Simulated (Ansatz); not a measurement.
Frontier orbitals of C$_{2}$H$_{3}$ClGe (`[Cl][GeH]1[CH]=[CH]1`).

The species carries charge 0 and has multiplicity 1. Correlated methods include outer-core shells of Ge, which these sets cover unevenly. Scalar relativity is left out up to krypton. All single points use the PBE0-D4/def2-TZVP geometry. Basis def2-TZVPP, Ansatz 0.2.0.

```json
{"functional": "LDA (SPW92)", "HOMO (eV)": "-6.25", "LUMO (eV)": "-1.85", "gap (eV)": "4.40"}
{"functional": "PBE", "HOMO (eV)": "-6.12", "LUMO (eV)": "-1.59", "gap (eV)": "4.53"}
{"functional": "r2SCAN", "HOMO (eV)": "-6.36", "LUMO (eV)": "-1.35", "gap (eV)": "5.01"}
{"functional": "PBE0", "HOMO (eV)": "-7.26", "LUMO (eV)": "-0.51", "gap (eV)": "6.75"}
{"functional": "B3LYP", "HOMO (eV)": "-7.06", "LUMO (eV)": "-0.74", "gap (eV)": "6.32"}
{"functional": "r2SCANh", "HOMO (eV)": "-6.78", "LUMO (eV)": "-0.96", "gap (eV)": "5.82"}
{"functional": "HSE06 (plane-wave form)", "HOMO (eV)": "-6.87", "LUMO (eV)": "-0.90", "gap (eV)": "5.97"}
{"functional": "BHLYP", "HOMO (eV)": "-8.29", "LUMO (eV)": "0.59", "gap (eV)": "8.88"}
{"functional": "CAM-B3LYP", "HOMO (eV)": "-8.55", "LUMO (eV)": "0.63", "gap (eV)": "9.18"}
{"functional": "ωB97M-V", "HOMO (eV)": "-9.37", "LUMO (eV)": "1.58", "gap (eV)": "10.95"}
{"functional": "HF", "HOMO (eV)": "-9.88", "LUMO (eV)": "3.27", "gap (eV)": "13.15"}
```

Against PBE, PBE0 changes HOMO and LUMO by −1.14 and +1.08 eV, ωB97M-V by −3.25 and +3.17 eV. A gap of 4.53 eV thus becomes 10.95 eV for the same molecule, so an orbital gap means little without its functional. A positive LUMO is unbound and depends on the basis.

B3LYP here is the variant with VWN-RPA as its local correlation; programs differ in this.
